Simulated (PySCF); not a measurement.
Species: C3H4Se.
SMILES: `[SeH]CC#C`

Theory: MP2 and CCSD/aug-cc-pVDZ in PySCF, restricted Hartree–Fock reference, frozen core, non-relativistic, gas phase, PBE0-D3(BJ)/def2-SVP geometry.

E(HF) = -2515.68308 Eh.

Q: How large is the problem?

A: 141 basis functions and 56 electrons; 12 orbitals frozen, which leaves o = 16 correlated occupied and v = 113 virtual orbitals. That is o·v = 1808 singles and o·v(o·v + 1)/2 = 1635336 distinct closed-shell doubles amplitudes before symmetry; the costliest CCSD step grows as o²v⁴ = 4.2 × 10^10.

Q: What are the MP2 and CCSD correlation energies?

A: MP2 -0.5538 Eh and CCSD -0.5889 Eh, which gives totals of -2516.23685 and -2516.27194 Eh. That is 0.501 eV for each correlated electron at CCSD (1546 kJ/mol in all, 0.023 % of the total energy); MP2 gives 94.0 % of the CCSD value.

Q: What is the T1 diagnostic?

A: 0.0096, below the customary warning level of 0.02. It is the norm of the spatial-orbital singles amplitudes over the root of the number of correlated electrons, so the norm is 0.054.

Q: How does correlation change the dipole moment?

A: HF gives 1.05 D and CCSD (unrelaxed density) 0.94 D, a change of -0.11 D.

No triples correction and no basis-set extrapolation were made.

Conformer computed: `[CH:1]#[C:2][CH2:3][SeH:4]`: H–Se4–C3–C2 -59°.

One conformer stands for the species.
